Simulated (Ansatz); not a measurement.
Cu₂O⁺, relaxed as a doublet with UKS r2SCAN-D4/def2-TZVP in Ansatz, starting from the GFN2-xTB geometry. Force threshold 0.02 eV/Å.

The relaxation made no stability test and no search for a lower SCF solution. The structure comes from a short search, and lower isomers may exist.

Start:

```xyz
3

Cu    0.772    0.588    1.392
Cu   -0.772   -0.592   -1.390
O     0.000    0.004   -0.002
```

```json
{"step": "1", "energy (eV)": "-91319.5901", "largest force component (eV/Å)": "0.884", "SCF passes": "23"}
{"step": "2", "energy (eV)": "-91319.6232", "largest force component (eV/Å)": "0.545", "SCF passes": "25"}
{"step": "3", "energy (eV)": "-91319.6462", "largest force component (eV/Å)": "0.065", "SCF passes": "24"}
{"step": "4", "energy (eV)": "-91319.6466", "largest force component (eV/Å)": "0.005", "SCF passes": "45"}
{"step": "5", "energy (eV)": "-91319.6466", "largest force component (eV/Å)": "0.002", "SCF passes": "15"}
{"step": "6", "energy (eV)": "-91319.6466", "largest force component (eV/Å)": "0.003", "SCF passes": "49"}
{"step": "7", "energy (eV)": "-91319.6466", "largest force component (eV/Å)": "0.021", "SCF passes": "26"}
{"step": "8 (rejected)", "energy (eV)": "-91319.6333", "largest force component (eV/Å)": "0.493", "SCF passes": "44"}
{"step": "9", "energy (eV)": "-91319.6490", "largest force component (eV/Å)": "0.107", "SCF passes": "90"}
{"step": "10", "energy (eV)": "-91319.6550", "largest force component (eV/Å)": "0.146", "SCF passes": "35"}
{"step": "11", "energy (eV)": "-91319.6771", "largest force component (eV/Å)": "0.077", "SCF passes": "35"}
{"step": "12", "energy (eV)": "-91319.6852", "largest force component (eV/Å)": "0.034", "SCF passes": "24"}
{"step": "13", "energy (eV)": "-91319.6889", "largest force component (eV/Å)": "0.008", "SCF passes": "25"}
```

Force components are those of the run's own axes.

End:

Cartesian coordinates in Å:
```
Cu 0.732 0.364 1.426
Cu -0.749 -0.769 -1.244
O 0.018 0.405 -0.182
```

By distances, no bond broke or formed. The bond that changes most is Cu2–O3, from 1.70 to 1.76 Å (atoms count from 1).

The force fell under the threshold at step 4, but the optimiser went on and released 0.042 eV more. No frequencies were taken in this run, so the end may be a saddle point.

Hardware: 4 threads of Arm Neoverse V1 on a shared host. Wall time 57 s.
